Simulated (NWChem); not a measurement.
Correlation energy of C2H2F

SMILES: C=[C]F
```xyz
5

C      1.2054    -0.0264     0.0000
C     -0.0339     0.4220     0.0000
F     -1.1644    -0.2161     0.0000
H      1.4106    -1.1040     0.0000
H      2.0398     0.6757     0.0000
```
Charge 0, spin multiplicity 2.

The numbers come from NWChem runs, not from measurements. All single points use one geometry, from UPBE0/def2-SVP, a minimum by its harmonic frequencies.

Basis set: STO-3G. Each correlation energy counts from its own Hartree-Fock reference.

The correlated methods keep 3 core orbitals frozen. The structure started from a generated list of species. The unpaired electrons of the parent sit in orbitals of symmetry a' (Cs labels of the run); other states weren't searched. No SCF solution was tested for a lower state. Open-shell Hartree-Fock references start from PBE0 orbitals. No row is a measurement; the coupled-cluster row has its own basis-set and correlation limits.

Task: For the correlation energy, CCSD on ROHF gives -161.8 mHa and CCSD[T] on ROHF gives -166.5 mHa. What do CCSD(T) on ROHF, CCSDT on ROHF give?

Result: CCSD(T) on ROHF: -165.8 mHa; CCSDT on ROHF: -166.2 mHa.
